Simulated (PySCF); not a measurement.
**Dipole response of Cd (cadmium, neutral)**

[Kr] 4d10 5s1 5p1, high-spin 3P determinant (an excited configuration). Computed with PySCF 2.14 in aug-cc-pwCVTZ-PP with ECP28MDF (8s8p7d4f3g, 122 functions), with scalar relativity through the core potential. Coupled (time-dependent) response in atomic units; α is the mean over directions.

```tsv
method	mean α (bohr³)	α xx, yy, zz	C₆ (like pair)	S(−4)
CAM-B3LYP	76.62	57.29, 115.3, 57.29	751.6	4345
```

S(−4) is the Cauchy moment in α(ω) = α(0) + S(−4) ω² + …

Spin-orbit coupling is absent.

α(iu) at CAM-B3LYP:

```csv
u (hartree),α(iu) (bohr³)
0,76.62
0.0500,67.81
0.100,52.99
0.200,31.65
0.300,20.61
0.500,11.34
0.750,7.117
1.00,5.159
1.50,3.241
2.00,2.266
3.00,1.291
5.00,0.5748
```

A single London oscillator, α(iu) = α/(1 + u²/ω²), gives C₆ = (3/4) ω α². Matching the computed C₆ needs ω = 4 × 751.6 / (3 × 76.62²) = 0.171 hartree.

The components differ because the open shell of this determinant is not spherical; for a pure term their mean is the scalar polarisability.

Energies and moments cover only the electrons outside the core potential.
